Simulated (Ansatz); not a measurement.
Other settings, tried on `CO[B-](OC)(OC)Oc1ccc(F)cc1`.

```yaml
crystal:
  periodic: [false, false, false]
  atoms:
    - {symbol: C, position_ang: [-2.813108, -1.248187, -1.140416]}
    - {symbol: O, position_ang: [-2.540170, -0.179411, -0.295805]}
    - {symbol: B, position_ang: [-1.199193, -0.132014, 0.290986]}
    - {symbol: O, position_ang: [-0.867297, -1.313249, 1.091526]}
    - {symbol: C, position_ang: [-1.665250, -1.518033, 2.212529]}
    - {symbol: O, position_ang: [-1.073703, 1.063596, 1.119336]}
    - {symbol: C, position_ang: [-1.346744, 2.286664, 0.517000]}
    - {symbol: O, position_ang: [-0.221230, -0.104075, -0.877703]}
    - {symbol: C, position_ang: [1.089771, 0.042909, -0.744678]}
    - {symbol: C, position_ang: [1.874168, 0.169856, -1.925367]}
    - {symbol: C, position_ang: [3.265544, 0.332465, -1.872559]}
    - {symbol: C, position_ang: [3.901571, 0.376080, -0.627572]}
    - {symbol: F, position_ang: [5.258045, 0.535265, -0.567329]}
    - {symbol: C, position_ang: [3.163469, 0.254865, 0.555797]}
    - {symbol: C, position_ang: [1.773351, 0.088917, 0.505103]}
    - {symbol: H, position_ang: [-3.880185, -1.209196, -1.469986]}
    - {symbol: H, position_ang: [-2.177313, -1.249471, -2.063460]}
    - {symbol: H, position_ang: [-2.651245, -2.244810, -0.651669]}
    - {symbol: H, position_ang: [-2.749939, -1.653590, 1.958587]}
    - {symbol: H, position_ang: [-1.332890, -2.439344, 2.749661]}
    - {symbol: H, position_ang: [-1.621224, -0.667327, 2.939563]}
    - {symbol: H, position_ang: [-0.596786, 2.566353, -0.269972]}
    - {symbol: H, position_ang: [-1.328256, 3.097899, 1.284577]}
    - {symbol: H, position_ang: [-2.349252, 2.309511, 0.021081]}
    - {symbol: H, position_ang: [1.347367, 0.134606, -2.891360]}
    - {symbol: H, position_ang: [3.867466, 0.428226, -2.789850]}
    - {symbol: H, position_ang: [3.693710, 0.288758, 1.520833]}
    - {symbol: H, position_ang: [1.179315, -0.017265, 1.421164]}
basis:
  gaussian: {orbitals: 6-31G}
total_charge: -1
hamiltonian: {xc: {name: r2SCANh}, dispersion: d3bjatm}
scf: {omitted_lower_state_checks: [starts]}
output: {forces: true}
```

```sh
$ ansatz run in.yaml --threads 4 --pin off --events-out ev --progress --plain --max-ram 6963MiB
```

Output, abridged:

```
Functional definition: r2SCANh
2060 factors; integrals over basis functions are off by at most 2.4e-4 eV
mean field evaluation 1: about -21103.1231 eV, gradient 6.6e1 eV
mean field evaluation 2: about -21097.7534 eV, gradient 8.5e1 eV
mean field evaluation 4: about -21112.3667 eV, gradient 3.8e0 eV
mean field evaluation 8: about -21112.6513 eV, gradient 6.1e-1 eV
mean field evaluation 16: about -21112.6524 eV, gradient 3.3e-4 eV
mean field -21112.65241118 eV, -775.8756654409 hartree, gradient 2.5e-5 eV, S^2 0.000000; 0 other end points of the search recorded, 0 dependent functions left out
reference -21112.65242191 eV, -775.8756658356 hartree; 57, 57 occupied and 104, 104 virtual orbitals, 2060 factors
Total energy: -21112.91267723 eV, -775.8852300421 hartree
Atom 0 at    -2.813108    -1.248187    -1.140416 Å, force    -0.470670    -1.479514    -1.271174 eV/Å
Atom 1 at    -2.540170    -0.179411    -0.295805 Å, force     0.052479     0.730433     0.525460 eV/Å
Atom 2 at    -1.199193    -0.132014     0.290986 Å, force     0.109642     0.021371    -0.092690 eV/Å
Atom 3 at    -0.867297    -1.313249     1.091526 Å, force     0.569754     0.002560    -0.676822 eV/Å
Atom 4 at    -1.665250    -1.518033     2.212529 Å, force    -1.067876    -0.376726     1.666126 eV/Å
Atom 5 at    -1.073703     1.063596     1.119336 Å, force     0.216127    -0.703605     0.498820 eV/Å
Atom 6 at    -1.346744     2.286664     0.517000 Å, force    -0.421998     1.785728    -0.754597 eV/Å
Atom 7 at    -0.221230    -0.104075    -0.877703 Å, force    -0.878162    -0.077643    -0.111535 eV/Å
Atom 8 at     1.089771     0.042909    -0.744678 Å, force     1.646781     0.167549     0.017272 eV/Å
Atom 9 at     1.874168     0.169856    -1.925367 Å, force    -0.196650    -0.027203    -0.176136 eV/Å
Atom 10 at     3.265544     0.332465    -1.872559 Å, force     0.203853     0.034952    -0.114921 eV/Å
Atom 11 at     3.901571     0.376080    -0.627572 Å, force    -1.976912    -0.239701    -0.093609 eV/Å
Atom 12 at     5.258045     0.535265    -0.567329 Å, force     1.383764     0.163989     0.060931 eV/Å
Atom 13 at     3.163469     0.254865     0.555797 Å, force     0.212315     0.020829     0.155324 eV/Å
Atom 14 at     1.773351     0.088917     0.505103 Å, force    -0.222035    -0.038033     0.182719 eV/Å
Atom 15 at    -3.880185    -1.209196    -1.469986 Å, force     0.521165     0.065418     0.227449 eV/Å
Atom 16 at    -2.177313    -1.249471    -2.063460 Å, force    -0.282364     0.080560     0.507576 eV/Å
Atom 17 at    -2.651245    -2.244810    -0.651669 Å, force    -0.049067     0.521239    -0.164538 eV/Å
Atom 18 at    -2.749939    -1.653590     1.958587 Å, force     0.544718     0.080490     0.036986 eV/Å
Atom 19 at    -1.332890    -2.439344     2.749661 Å, force    -0.096302     0.449299    -0.347062 eV/Å
Atom 20 at    -1.621224    -0.667327     2.939563 Å, force     0.035887    -0.387597    -0.427880 eV/Å
Atom 21 at    -0.596786     2.566353    -0.269972 Å, force    -0.311297    -0.223955     0.394530 eV/Å
Atom 22 at    -1.328256     3.097899     1.284577 Å, force     0.013996    -0.478902    -0.314460 eV/Å
Atom 23 at    -2.349252     2.309511     0.021081 Å, force     0.498646    -0.099021     0.279768 eV/Å
Atom 24 at     1.347367     0.134606    -2.891360 Å, force     0.272420     0.016193     0.495207 eV/Å
Atom 25 at     3.867466     0.428226    -2.789850 Å, force    -0.334080    -0.051156     0.453090 eV/Å
Atom 26 at     3.693710     0.288758     1.520833 Å, force    -0.299236    -0.019280    -0.483509 eV/Å
Atom 27 at     1.179315    -0.017265     1.421164 Å, force     0.325102     0.061725    -0.472325 eV/Å
Dipole moment:     0.336914     0.059279    -0.174687 e Å
Checks for a lower state left out: starts
```

Run time 13 s (4 threads of Arm Neoverse V1 on a shared host), peak host memory 0.75 GiB.

The highest occupied level of an anion often lies above zero with these methods, and sets without diffuse functions describe the outer electron poorly.

The dipole of an ion depends on the origin.
